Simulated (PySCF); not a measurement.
Compound: C₇H₁₁ClSi.
Cartesian coordinates in Å at the PBE0-D3(BJ)/def2-SVP level; atoms count from 1:
```
atom  x, y, z in Å
C1    -3.554    0.374    0.539
C2    -2.402    1.244    0.037
C3    -1.153    0.515   -0.120
C4    -0.116   -0.116   -0.247
Si5    1.442   -1.036   -0.437
Cl6    1.068   -2.734   -1.569
C7     2.457   -1.227    1.133
C8     3.220    0.043    0.658
C9     2.939    0.013   -0.872
H10   -3.315   -0.069    1.517
H11   -3.761   -0.447   -0.161
H12   -4.468    0.975    0.647
H13   -2.666    1.699   -0.933
H14   -2.232    2.087    0.729
H15    1.993   -1.187    2.127
H16    3.095   -2.123    1.071
H17    4.290    0.055    0.923
H18    2.766    0.941    1.105
H19    3.692   -0.589   -1.405
H20    2.834    0.983   -1.377
```

Computed, not measured: PySCF 2.14.0, density-fitted response routines, TDDFT wB97X-D/def2-SVPD, vertical, gas phase, core orbitals frozen in the response.

Kohn–Sham orbitals with the atoms that hold most of them (Löwdin shares over 4%, at most four atoms; ? is withheld):

```csv
orbital,ε (eV),atoms
HOMO-3,-10.32,"Cl6 32%, C4 15%, C3 12%, Si5 11%"
HOMO-2,-10.05,"Cl6 29%, C8 14%, C7 12%, C9 11%"
HOMO-1,-9.67,?
HOMO,-9.44,?
LUMO,?,"C4 20%, C3 19%, Si5 17%, Cl6 14%"
LUMO+1,1.62,"C4 22%, C3 21%, Si5 18%, C2 7%"
LUMO+2,2.03,"Si5 19%, C3 14%, Cl6 12%, C2 8%"
```

Question: Which atoms hold the HOMO-1, and with what shares?

Answer: C4 (bonded to C and Si) 34%; C3 (bonded to 2 C) 31%; C2 (bonded to 2 C and 2 H) 6%; Cl6 (bonded to Si) 6%. By element: carbon 70% or more, chlorine 6%.

Question: Give the leading atoms of the HOMO.

Answer: C4 (bonded to C and Si) 25%; C3 (bonded to 2 C) 24%; C7 (bonded to C, Si and 2 H) 12%; C9 (bonded to C, Si and 2 H) 11%.

Question: What is the LUMO energy, and the HOMO–LUMO gap?

Answer: ε(LUMO) = 1.51 eV; the gap is 10.95 eV (0.4023 hartree).

Question: How does S1 compare with the orbital gap of 10.95 eV?

Answer: S1 is at 5.78 eV (f = 0.0003), 5.17 eV below the gap, made of HOMO→LUMO (57%), HOMO-1→LUMO+1 (18%). 

Next come S2 at 6.03 eV (f 0.0023), HOMO-1→LUMO+1 (30%), HOMO-1→LUMO (21%), HOMO→LUMO+1 (18%); S3 at 6.05 eV (f 0.010), HOMO-1→LUMO+1 (32%), HOMO→LUMO+1 (22%), HOMO-1→LUMO (17%); S4 at 7.24 eV (f 0.0072), HOMO-3→LUMO (62%), HOMO→LUMO (11%); S5 at 7.24 eV (f 0.031), HOMO-2→LUMO (63%), HOMO-1→LUMO (13%).

Time: 14 min wall. Hardware: one thread of an Arm Neoverse N1, no GPU, shared host.

One conformer stands for the species.
